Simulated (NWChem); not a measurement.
SiCl₂, singlet; SMILES Cl[Si]Cl

```xyz
3

Si     0.0000     0.0000     0.9374
Cl    -1.6178     0.0000    -0.3872
Cl     1.6178     0.0000    -0.3872
```
Atoms are numbered in this order, from 1.

Program: NWChem. Geometry optimised at PBE0/def2-SVP; all other runs use it. Low-valent species are run as closed-shell singlets; no triplet was tried in these runs.

```csv
quantity,level,value
"vertical, lowest state with f > 0.02, singlet (eV)","PBE/def2-SVPD, TDA",3.87
"isotropic polarisability (bohr³), static",PBE/def2-SVPD,?
dipole in solution (D) in n-hexane,"PBE0/def2-SVP, SMD",1.07
"vertical ionisation energy, ΔSCF (eV)",PBE/def2-SVP,?
dipole (D),PBE0/def2-SVP,0.95
highest harmonic frequency (cm⁻¹),PBE0/def2-SVP,?
```

**Question.** Some entries are withheld; supply them.

**Answer.** 
- isotropic polarisability (bohr³), static, value: 59.8
- vertical ionisation energy, ΔSCF (eV), value: 9.77
- highest harmonic frequency (cm⁻¹), value: 532
